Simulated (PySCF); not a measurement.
CH8N2O2Si, SMILES CN[Si](N)(O)O.

Coordinates come from a PBE-D3(BJ)/def2-SVP optimisation. The structure was generated by enumeration, and PubChem lists no compound with its InChIKey, so it may never have been made. One conformer was computed; it need not be the lowest.

Computed with PBE-D3(BJ)/def2-SVP (PySCF).

Frequencies are harmonic and unscaled.

```tsv
mode	ν (cm⁻¹)	IR (km/mol)	moving atoms (share of kinetic energy)
1	92	3.7	H 29 %, C 26 %, O 26 %, N 17 %
2	141	12.8	H 86 %
3	162	62.3	H 67 %, N 23 %, O 9 %
4	177	1.3	O 27 %, H 25 %, C 24 %, N 18 %
5	223	2.7	H 66 %, O 22 %
6	247	49.9	H 44 %, O 38 %, N 15 %
7	281	23.0	H 43 %, N 23 %, O 19 %, Si 10 %
8	320	3.0	H 37 %, O 34 %, Si 16 %, N 12 %
9	338	84.2	O 39 %, H 26 %, N 19 %, Si 14 %
10	377	35.6	H 82 %, N 10 %
11	425	13.8	N 36 %, Si 21 %, H 20 %, C 13 %, O 11 %
12	443	164.1	H 80 %, N 18 %
13	470	105.5	H 80 %, N 17 %
14	687	5.9	N 40 %, O 39 %, H 13 %
15	775	3.7	H 59 %, N 17 %, O 16 %
16	796	163.4	H 56 %, O 35 %, Si 8 %
17	816	172.8	H 64 %, O 21 %
18	848	121.6	Si 34 %, H 29 %, N 28 %
19	915	168.7	Si 43 %, H 25 %, O 24 %
20	943	181.4	Si 39 %, H 38 %, O 14 %
21	1058	17.8	H 80 %, C 11 %
22	1107	0.3	H 76 %, C 19 %
23	1147	118.1	N 40 %, C 34 %, H 24 %
24	1353	81.8	H 61 %, N 27 %, C 10 %
25	1392	11.0	H 86 %, C 14 %
26	1422	3.1	H 97 %
27	1448	5.5	H 94 %
28	1490	54.5	H 89 %, N 11 %
29	2912	118.3	H 96 %
30	2971	52.2	H 91 %, C 9 %
31	3061	6.9	H 91 %, C 9 %
32	3490	15.2	H 96 %
33	3534	14.0	H 93 %
34	3585	15.4	H 91 %, N 9 %
35	3765	64.6	H 94 %
36	3770	51.4	H 94 %
```
